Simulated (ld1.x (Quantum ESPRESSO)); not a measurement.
**An all-electron radial function and its pseudo partner (C (Z = 6))**

Columns: radius, all-electron u(r) and pseudo u(r) of the 2p shell (level -5.42 eV) of carbon in the configuration [He] 2s2 2p2; LDA (PZ), scalar-relativistic, RRKJ scheme, ld1.x (Quantum ESPRESSO) 7.5.

```tsv
r (bohr)	all-electron	pseudo
0.093	0.0420	0.0168
0.185	0.1300	0.0645
0.278	0.2328	0.1391
0.370	0.3322	0.2313
0.463	0.4228	0.3338
0.555	0.4994	0.4352
0.648	0.5631	0.5292
0.740	0.6130	0.6077
0.833	0.6511	0.6685
0.925	0.6778	0.7094
1.018	0.6953	0.7324
1.110	0.7043	0.7399
1.203	0.7067	0.7360
1.295	0.7033	0.7245
1.388	0.6953	0.7085
1.480	0.6837	0.6906
1.573	0.6691	0.6719
1.665	0.6524	0.6531
1.758	0.6338	0.6339
1.850	0.6142	0.6142
1.943	0.5935	0.5935
2.035	0.5725	0.5725
2.128	0.5510	0.5510
2.220	0.5297	0.5297
2.313	0.5082	0.5082
2.405	0.4871	0.4871
```

(1) How many radial nodes do the two functions have?

(2) At about which radius was the pseudo-wave matched?

(3) Is the pseudo-wave norm-conserving?

Results:

(1) The all-electron 2p function has n − l − 1 = 0; the pseudo-wave has 0.

(2) 1.85 bohr, where the columns begin to agree (steps of 0.09 bohr).

(3) Yes: the RRKJ scheme keeps the norm inside the radius equal to the all-electron one, which fixes the energy derivative of the logarithmic derivative at the level.
